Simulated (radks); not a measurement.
Spherical quantum dot in the effective-mass picture: electrons in a well V = -V0 / (1 + exp((r - R)/a)) with V0 = 2.96, R = 7.52, a = 0.25, with a point charge +1 (a donor) at the centre, all in effective atomic units (hartree* = m*/eps^2 hartree, bohr* = eps/m* bohr), one dielectric constant everywhere. Method: non-relativistic Kohn-Sham, PBEsol, spin-polarised, spherical densities; computed with a radial shooting solver with Libxc functionals. Levels are named by radial order and angular momentum (1s, 1p, 1d, 2s, ...), and open shells are averaged over m. Results are scaled to m* = 0.034 and eps = 11.2, for which hartree* = 7.376 meV and bohr* = 17.43 nm.

N = 17, configuration 1s2 1p6 1d(up 5, down 3) 2s(up 1, down 0). This is the lowest configuration that the search found. Occupied levels:

level,occupation,eigenvalue (meV),<r> (nm)
1s up,1,-2.9233,85.03
1s down,1,-2.7679,94.18
1p up,3,-2.5660,97.64
1p down,3,-2.4723,97.60
2s up,1,-2.1182,41.20
1d up,5,-2.0504,100.1
1d down,3,-1.9567,99.98

Energy (meV): total -209.194, kinetic 29.198, external -390.06, Hartree 178.02, exchange-correlation -26.351.
